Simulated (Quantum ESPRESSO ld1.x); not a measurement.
Results of a calculation; reference values are marked as such.
Problem. The mean radii <r> (bohr) of the occupied orbitals of an atom or ion are listed with their occupations. Code: ld1.x of Quantum ESPRESSO 7.5. Model: scalar-relativistic Kohn-Sham, LDA (Slater exchange, VWN5 correlation), spin-polarised, spherical densities, point nucleus.

| orbital | occ. | <r> |
|---|---|---|
| 1s up | 1 | 0.1773 |
| 1s down | 1 | 0.1771 |
| 2s up | 1 | 1.005 |
| 2s down | 1 | 1.017 |
| 2p up | 3 | 1.088 |
| 2p down | 2 | 1.126 |

Name the element and its charge. Open shells, if any, are filled with parallel spins first.

Solution. Z = 9, fluorine, charge 0: F in [He] 2s2 2p5. The 1s radius gives Z: for a bare nucleus <r> = (2 gamma + 1)/(2Z) with gamma = sqrt(1 - (Z/c)^2), 0.1664 bohr for Z = 9, and screening makes it slightly larger (0.1773 here). The occupations add up to 9, and the charge is Z minus that.
